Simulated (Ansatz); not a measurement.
Reaction (ligand exchange at the Si–F bond): `F[SiH2][GaH2]` + CH₃NH₂ → `CN[SiH2][GaH2]` + H–F

Program: Ansatz. Geometries: PBE0-D4/def2-TZVP. ΔE: electronic, gas phase. CBS: MP2 limit from def2 TZ/QZ plus the TZ coupled-cluster correction, frozen cores. This one scheme is used for every species. Functionals use def2-TZVPP. For Ga outer-core shells are correlated without core-valence functions, which leaves a few kJ/mol of doubt a bond. Scalar relativity is left out up to krypton. One conformer a species, not always the lowest.

```csv
level,ΔE (eV)
r2SCAN-D4,0.84
B2PLYP,0.87
```

(1) What does CCSD(T)/CBS give? (An estimate is asked.)

Largest T1 diagnostic among the species: 0.013.

Results:

(1) Computed: +0.77 eV. The listed levels differ from it by 0.07, 0.10 eV.

In def2-TZVPP, CCSD(T) changes the Hartree–Fock value by −0.24 eV (the triples alone add −0.03 eV) and MP2 by −0.28 eV. The D4 term adds −0.11 eV with B3LYP and −0.06 eV with PBE0; it sums over pairs of atoms, weighted by their polarisabilities, and B3LYP, whose exchange is more repulsive, gets the larger term. Leaving LDA and LC-ωPBE aside and taking each functional with its dispersion term where it has one, the values, not all of them listed here, spread over 0.19 eV, from revPBE-D4 to B97M-V. LDA lies −0.12 eV from PBE without D4.

B3LYP here is the variant with VWN-RPA as its local correlation; programs differ in this.
